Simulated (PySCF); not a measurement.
diarsenic cation (As2), SMILES [As]#[As] (connectivity only; charge and spin as stated), charge +1, multiplicity 2.

The structure is a stationary point at B3LYP-D3(BJ)/def2-TZVP. The spin state was assumed, not searched.

Two levels are set side by side: PBE/def2-TZVPD (PySCF) and CAM-B3LYP/def2-TZVPD (PySCF). Same geometry, gas phase. Differences are taken from unrounded values.

```json
[
 {"quantity": "α-spin orbital gap (eV)", "CAM-B3LYP": "6.17", "PBE": "2.35", "PBE minus CAM-B3LYP": "-3.82"},
 {"quantity": "β-spin orbital gap (eV)", "CAM-B3LYP": "4.36", "PBE": "0.18", "PBE minus CAM-B3LYP": "-4.18"}
]
```

Rough cost on one machine, each run with all the roots and properties that it gave: CAM-B3LYP against PBE within a factor of 2.
